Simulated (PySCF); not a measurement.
Computed IR spectrum (relative IR intensity) of a molecule C4H8O2. Geometry optimised at PBE-D3(BJ)/def2-SVP. One conformer was computed; it need not be the lowest. Computed with PBE-D3(BJ)/def2-SVP (PySCF 2.14.0). Frequencies are harmonic and unscaled.

ν (cm⁻¹): 102 (vw), 187 (vw), 202 (vw), 293 (m), 328 (s), 405 (w), 414 (w), 773 (w), 839 (w), 909 (w), 950 (m), 957 (w), 1015 (w), 1035 (vw), 1075 (m), 1132 (w), 1139 (vw), 1168 (vs), 1184 (vs), 1211 (vs), 1247 (m), 1298 (m), 1346 (vw), 1403 (w), 1432 (w), 1474 (w), 2901 (s), 2962 (s), 3012 (m), 3020 (m), 3061 (vw), 3065 (m), 3166 (vw), 3693 (m) (against the strongest line: vs over 80 %, s over 45 %, m over 15 %, w over 4 %, vw less)

Problem. Which structure fits?
(A) C1COCOC1
(B) CO[C@@H]1CCO1
(C) CO[C@@H]1C[C@H]1O
(D) CC1(O)COC1

Solution. C, CO[C@@H]1C[C@H]1O
